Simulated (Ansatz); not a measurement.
`BC[O][AlH][Cl]` + `OCO` → `BCOCO` + `[OH][AlH][Cl]`  (substitution at a C–O bond)

Calculated with Ansatz (gas phase, PBE0-D4/def2-TZVP geometries, no zero-point term in ΔE). CCSD(T)/CBS is the MP2 limit (def2-TZVPP, def2-QZVPP) plus CCSD(T) − MP2 in def2-TZVPP, frozen cores. This one scheme is used for every species. Functionals use def2-TZVPP. One conformer a species, not always the lowest.

```json
{"level": "ωB97M-V", "ΔE (eV)": "-0.18"}
{"level": "CCSD(T)/def2-TZVPP", "ΔE (eV)": "-0.19"}
{"level": "SCS-MP2/def2-QZVPP", "ΔE (eV)": "-0.19"}
{"level": "MP2/CBS(def2)", "ΔE (eV)": "-0.21"}
```

Question: What does CCSD(T)/CBS give? (An estimate is asked.)

Answer: Computed: -0.19 eV. The listed levels differ from it by 0.01, 0.00, 0.00, -0.02 eV.

Largest T1 diagnostic among the species: 0.012.
